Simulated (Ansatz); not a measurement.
Spectroscopic constants of GeTe, closed-shell singlet (the spin of the measured ground state). No spin–orbit coupling. Ge is treated without relativity.

Seven points along R, fitted to fifth degree in 1/R; most abundant isotopes. Runs in def2 and cc sets follow the lowest solution found near the PBE0 minimum. The singlet is held restricted.

The values were computed with Ansatz (Gaussian orbitals).  In def2 rows elements past Kr take small-core potentials, without spin–orbit coupling.

Energies at CAM-B3LYP/def2-TZVPP:

| R (Å) | E (hartree) |
|---|---|
| 2.174851 | -2345.16357900 |
| 2.233315 | -2345.17033868 |
| 2.287101 | -2345.17333581 |
| 2.347903 | -2345.17372521 |
| 2.408706 | -2345.17156294 |
| 2.478862 | -2345.16660426 |
| 2.560711 | -2345.15832467 |

**Question.** With a reduced mass of 47.1125 u, find the minimum, the force constant and the constants.

**Answer.** A fifth-degree polynomial in 1/R puts the minimum at r_e = 2.3253 Å with force constant 327 N/m. Then ω_e = (1/2πc)√(k/μ) = 343 cm⁻¹ and B_e = h/(8π²cμr_e²) = 0.06618 cm⁻¹; the cubic and quartic terms give α_e = 0.00015 and ω_e x_e = 0.52 cm⁻¹.

Ansatz is a first-principles code.
